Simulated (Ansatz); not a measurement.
`[OH][GeH3]`, charge 0, multiplicity 1.

Task: Give a relaxed structure at PBE0-D4/def2-TZVP (Ansatz 0.2.0). (Estimate.)

Result: Ansatz gave: 
Z-matrix (Å, degrees):
```
Ge
O 1 1.783
H 1 1.531 2 104.3
H 1 1.541 2 109.9 3 119.6
H 1 1.541 2 109.9 3 -119.6
H 2 0.959 1 112.7 3 180.0
```
Point group Cs.
